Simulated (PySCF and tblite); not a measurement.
C₆H₅FO, numbered as in [CH:1]#[C:2]/[CH:3]=[CH:4]\[O:5]/[CH:6]=[CH:7]\[F:8].

Free energies: PBE0-D3(BJ)/pcSseg-1 on GFN2-xTB structures plus GFN2-xTB thermal terms, symmetry and mirror images included. Conformers within 2.5 kcal/mol (GFN2-xTB free energy) were kept, 4 at most. Couplings: B3LYP/pcSseg-1 with pcJ-1 on H, F (gas phase; spin-dipole term only for pairs with B, N, F, Si or P). Couplings are for ¹⁹F, ¹H. (PySCF 2.14, tblite 0.8.)

Torsions listed: C3–C4–O5–C6, C4–O5–C6–C7.

| conformer | shape | weight % |
| --- | --- | --- |
| 1 | 180°, 0° | 44.6 |
| 2 | 180°, 180° | 32.3 |
| 3 | 0°, 180° | 23.1 |

Q: Give the couplings in each conformer and the averages at 298.15 K (pairs that fast motion interchanges averaged).

A: 
| coupling | pairs | 1 | 2 | 3 | average (Hz) |
| --- | --- | --- | --- | --- | --- |
| ⁵J(H4,F8) | 1 | 2.0 | 0.1 | -0.2 | 0.9 |
| ³J(H6,F8) | 1 | 30.7 | 19.3 | 23.0 | 25.2 |
| ²J(H7,F8) | 1 | 84.9 | 76.5 | 77.6 | 80.5 |
| ⁴J(H1,H3) | 1 | -3.9 | -3.9 | -4.3 | -4.0 |
| ⁵J(H1,H4) | 1 | 1.0 | 0.9 | 0.9 | 0.9 |
| ³J(H3,H4) | 1 | 7.8 | 7.6 | 10.0 | 8.2 |
| ⁴J(H4,H6) | 1 | -0.9 | 0.0 | -1.1 | -0.6 |
| ³J(H6,H7) | 1 | 4.9 | 3.8 | 4.0 | 4.3 |

Computed couplings to fluorine can be off by tens of per cent at such levels.


Conformer gaps in pcSseg-1 on xTB geometries can be 2 kcal/mol off for S=O, P=O and other polar bonds.